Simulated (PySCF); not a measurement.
C4H12Si2, SMILES CC[SiH2]/C=C/[SiH3]. The structure is a stationary point at PBE-D3(BJ)/def2-SVP. The structure was generated by enumeration; whether it is a known compound was not checked. One conformer was computed; it need not be the lowest.

Computed equilibrium geometry at PBE-D3(BJ)/def2-SVP (PySCF confirms it by a frequency run) as a Z-matrix (one conformer of several):
```
C
C 1 1.3565
H 2 1.1089 1 118.20
H 1 1.1091 2 117.90 3 179.72
Si 2 1.8813 3 117.52 1 179.89
H 5 1.5049 2 109.18 3 -179.99
H 5 1.5071 6 109.30 4 -121.40
H 5 1.5073 6 109.24 7 -117.08
Si 1 1.8854 4 117.74 2 -179.09
H 9 1.5073 1 108.09 4 -174.87
H 9 1.5101 10 109.04 3 -122.97
C 9 1.9010 10 110.51 11 -119.40
H 12 1.1119 9 107.57 10 -56.24
H 12 1.1123 13 105.89 9 -114.50
C 12 1.5348 13 110.72 14 -120.01
H 15 1.1097 12 111.79 13 59.52
H 15 1.1097 16 107.08 12 122.59
H 15 1.1100 16 107.23 17 114.73
```
